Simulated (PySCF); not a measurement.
# Basis set benchmark on one molecule

Molecule: (CH3CH2)2CFCH3, C6H13F.

Geometry (Å), atoms numbered from 1 in this order:
```xyz
20

C     2.0279    1.1316    0.4062
C     1.3374   -0.2052    0.1957
C     0.2229   -0.1890   -0.8486
C    -0.3336   -1.5831   -1.0732
F     0.8073    0.2057   -2.0577
C    -0.8720    0.8394   -0.5694
C    -1.6154    0.6694    0.7449
H     2.3821    1.5354   -0.5535
H     1.3586    1.8785    0.8601
H     2.8975    1.0239    1.0712
H     0.9249   -0.5842    1.1452
H     2.0749   -0.9546   -0.1359
H    -0.7869   -1.9856   -0.1562
H     0.4725   -2.2630   -1.3851
H    -1.0981   -1.5671   -1.8638
H    -0.4095    1.8379   -0.6164
H    -1.5777    0.7968   -1.4152
H    -2.1102   -0.3114    0.8165
H    -2.3974    1.4359    0.8494
H    -0.9451    0.7681    1.6128
```

Geometry PBE0-D3(BJ)/def2-SVP throughout; GIAO in PySCF 2.14.0 with density-fitted response routines, gas phase, one conformer, non-relativistic; equivalent atoms averaged; functional PBE0.

Reference values (measured; G. Saielli, R. Bini, A. Bagno, Computational 19F NMR. 2. Organic compounds, RSC Adv. 2014, ESI (exp. from Berger-Braun-Kalinowski 1994 and Everett 1995)): δ(F5) = -149.1 ppm vs CFCl3. Computed shifts are taken against CFCl3, calculated as an isolated molecule at each level.

Q: How do the basis sets STO-3G, pcSseg-0, 6-31G, 6-31G*, cc-pVDZ, def2-SVP, pcSseg-1, 6-311+G(2d,p), aug-cc-pVDZ, def2-TZVP perform against the reference? Times are CPU seconds on shared hosts with different chips, so compare them loosely.

A: 
```
    basis set  functions      F5  abs. error F  core-s
       STO-3G         48  -112.9          36.2       5
     pcSseg-0         89  -191.3          42.2     9.3
        6-31G         89  -186.0          36.9      11
       6-31G*        124  -170.0          20.9      16
      cc-pVDZ        163  -162.4          13.3      22
     def2-SVP        163  -155.4           6.3      20
     pcSseg-1        184  -172.9          23.8      40
6-311+G(2d,p)        267  -169.0          19.9      50
  aug-cc-pVDZ        278  -159.0           9.9      51
    def2-TZVP        295  -165.1          16.0      57
```

For 19F the closest is def2-SVP (6.3 ppm) and the furthest pcSseg-0 (42.2 ppm). Where a smaller basis beats a larger one, errors probably cancel. One molecule is a small sample, and vibrational and solvent effects are absent from the calculation.

A small basis that lands close on one nucleus may do so by chance; judge by the trend and by all nuclei.
